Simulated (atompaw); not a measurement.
Before and after: PAW (atompaw) potential for chromium

```
Element                 : chromium (Cr)
Generator               : atompaw 4.2.0.5
Type                    : PAW
Functional              : PBE
Relativity              : scalar-relativistic
Frozen core             : [Ar]
Valence charge          : 6
Reference configuration : 3d5 4s0.5 4p0 (charge +0.5)
Partial waves           : 4s (bound): rc 3.00 bohr; 4s channel at 0.65 Ry: rc 2.60 bohr; 4p (bound, empty): rc 3.00 bohr; 4p channel at 0.8 Ry: rc 3.00 bohr; 3d (bound): rc 2.10 bohr; 3d channel at 0.75 Ry: rc 2.10 bohr
Local potential         : troulliermartins scheme with l = 3 at 1 Ry, radius 2.15 bohr
Core correction         : smooth core density matched at 2.20 bohr
Augmentation charge     : sinc compensation charge, radius 2.90 bohr; PAW radius 3.00 bohr; waves and projectors: custom rrkj gramschmidtortho
```

All-electron outer shells of the reference configuration (PBE, scalar-relativistic, ld1.x):

| shell | level (eV) | outermost node (bohr) | outermost maximum (bohr) |
| --- | --- | --- | --- |
| 3p | -48.75 | 0.33 | 0.80 |
| 4s | -6.86 | 1.12 | 2.68 |
| 3d | -6.21 | – | 0.84 |
| 4p | -3.36 | 1.24 | 3.52 |

Change: wave 3d (bound): rc 2.10 bohr becomes 3d (bound): rc 2.74 bohr.

Cutoffs: the cutoffs (Ry, on a coarse ladder) from which the occupation-weighted sum of valence levels, in a spherical-Bessel basis at the reference potential, stays within 10 and 1 mRy of its value at 400 Ry; they do not see the model core or the augmentation charge, which bear on the density cutoff.

Q: What does the change do?

A: The potential gets softer (21 Ry and 35 Ry → 12 Ry and 15 Ry); both files keep a bound ghost (s); the range in which the d phases agree narrows (upper end at the end of the scan → 3.5).

| quantity | base | changed |
| --- | --- | --- |
| cutoff, loose | 21 Ry | 12 Ry |
| cutoff, tight | 35 Ry | 15 Ry |
| loose cutoff by channel (10 mRy a level) | s 6 Ry, d 18 Ry | s 6 Ry, d 10 Ry |
| bound ghosts | s | s |
| s: phases at 3.01 bohr within 0.05 rad from the reference energy up to (Ry; the scan ends near 5) | -0.1 | -0.1 |
| p: phases at 3.01 bohr within 0.05 rad from the reference energy up to (Ry; the scan ends near 5) | 2.9 | 2.9 |
| d: phases at 3.01 bohr within 0.05 rad from the reference energy up to (Ry; the scan ends near 5) | to the end of the scan | 3.5 |
| lowest overlap eigenvalue by channel | s 0.51, p 0.52, d 0.25 | s 0.51, p 0.52, d 0.16 |

 A true bound ghost makes a file unfit for plane-wave use even where its test errors are small: the radial tests pick states by their node count and pass the ghost by. The cutoffs see the waves, projectors and local potential, not the compensation charge or the core.
